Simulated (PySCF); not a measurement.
C₄H₉BO₂S.
SMILES with atom numbers: `[CH3:1][O:2][B:3]([O:4][CH3:5])[C:6]([CH3:7])=[S:8]` (hydrogens: H9, H10, H11 on C1; H12, H13, H14 on C5; H15, H16, H17 on C7)

All values: CAM-B3LYP/def2-SVPD (PySCF, non-relativistic), on one gas-phase PBE0-D3(BJ)/def2-SVP geometry that isn't relaxed in the solvent. The solvent is an IEF-PCM continuum (cavity from Bondi-type radii × 1.2), and excitations are vertical TDDFT with non-equilibrium linear response and a frozen core. The model holds no explicit solvent molecules, cavitation or dispersion.

Gas-phase singlets (H = HOMO, L = LUMO):

```json
{"state": "S1", "E (eV)": "2.177", "λ (nm)": "569", "f": "0.000", "leading configurations": "H→L 99%"}
{"state": "S2", "E (eV)": "5.537", "λ (nm)": "224", "f": "0.179", "leading configurations": "H-1→L 80%"}
{"state": "S3", "E (eV)": "5.639", "λ (nm)": "220", "f": "0.017", "leading configurations": "H-3→L 57%, H-6→L 20%"}
{"state": "S4", "E (eV)": "5.874", "λ (nm)": "211", "f": "0.015", "leading configurations": "H-2→L 85%"}
{"state": "S5", "E (eV)": "5.927", "λ (nm)": "209", "f": "0.054", "leading configurations": "H→L+1 75%"}
```

**Question.** Give the list for methanol (ε = 32.61), n² = 1.77.

**Answer.** 
```json
{"state": "S1", "E (eV)": "2.291", "λ (nm)": "541", "f": "0.000", "leading configurations": "H→L 99%", "change by rank (eV)": "+0.114"}
{"state": "S2", "E (eV)": "5.447", "λ (nm)": "228", "f": "0.262", "leading configurations": "H-1→L 80%, H-2→L 8%", "change by rank (eV)": "-0.090"}
{"state": "S3", "E (eV)": "5.562", "λ (nm)": "223", "f": "0.020", "leading configurations": "H-3→L 47%, H-6→L 20%, H-2→L 14%", "change by rank (eV)": "-0.077"}
{"state": "S4", "E (eV)": "5.717", "λ (nm)": "217", "f": "0.009", "leading configurations": "H-2→L 74%, H-3→L 15%", "change by rank (eV)": "-0.157"}
{"state": "S5", "E (eV)": "6.047", "λ (nm)": "205", "f": "0.097", "leading configurations": "H→L+1 67%, H→L+2 23%", "change by rank (eV)": "+0.120"}
```

**Question.** How does the list change in acetonitrile (ε = 35.69)?

**Answer.** 
```tsv
state	E (eV)	λ (nm)	f	leading configurations	change by rank (eV)
S1	2.291	541	0.000	H→L 99%	+0.114
S2	5.444	228	0.265	H-1→L 80%, H-2→L 8%	-0.093
S3	5.562	223	0.019	H-3→L 47%, H-6→L 20%, H-2→L 14%	-0.077
S4	5.716	217	0.009	H-2→L 74%, H-3→L 15%	-0.158
S5	6.046	205	0.098	H→L+1 67%, H→L+2 23%	+0.119
```

**Question.** The ground-state energy changes by -0.179 eV from gas to acetonitrile. By how much does the total energy of gas-phase S1 change?

**Answer.** E(S1) = E(S0) + excitation energy, so it changes by -0.179 + 0.114 = -0.065 eV: it is lowered less than the ground state, which is what a blue shift means. This is the vertical state, with the slow part of the continuum still set for S0.

**Question.** How do the frontier levels move from gas to acetonitrile?

**Answer.** 
```csv
orbital,gas (eV),solvent (eV),change (eV),"Löwdin shares, gas","Löwdin shares, solvent"
LUMO+2,1.65,1.59,-0.06,"S8 22 %, C5 16 %, C1 10 %, H14 8 %",S8 71 %
LUMO+1,0.86,0.96,+0.10,"B3 38 %, S8 8 %, C5 8 %, C7 7 %","B3 38 %, S8 13 %, C5 7 %, C7 7 %"
LUMO,-1.18,-1.29,-0.11,"S8 41 %, C6 37 %, C7 6 %, B3 5 %","S8 40 %, C6 38 %, C7 6 %, B3 5 %"
HOMO,-7.58,-7.80,-0.22,"S8 71 %, C6 14 %, C7 5 %, B3 4 %","S8 70 %, C6 14 %, C7 5 %, B3 5 %"
HOMO-1,-9.55,-9.65,-0.10,"S8 45 %, C6 28 %, C7 7 %, O4 7 %","S8 40 %, C6 22 %, O4 13 %, C7 6 %"
HOMO-2,-9.93,-9.88,+0.05,"O2 32 %, O4 27 %, C1 9 %, C5 6 %","O2 29 %, O4 21 %, S8 9 %, C1 9 %"
HOMO-3,-10.57,-10.53,+0.04,"O2 32 %, C6 9 %, S8 8 %, C1 8 %","O2 32 %, C1 10 %, O4 8 %, C6 7 %"
```

The HOMO–LUMO gap goes from 6.40 to 6.51 eV. Rows go by rank; for LUMO+2 the atom shares or the degeneracy differ between the runs, so the row needn't follow one orbital.

Conformer computed: `[CH3:1][O:2][B:3]([O:4][CH3:5])[C:6]([CH3:7])=[S:8]`: C1–O2–B3–O4 180°, O2–B3–O4–C5 -3°, O2–B3–C6–C7 -137°.
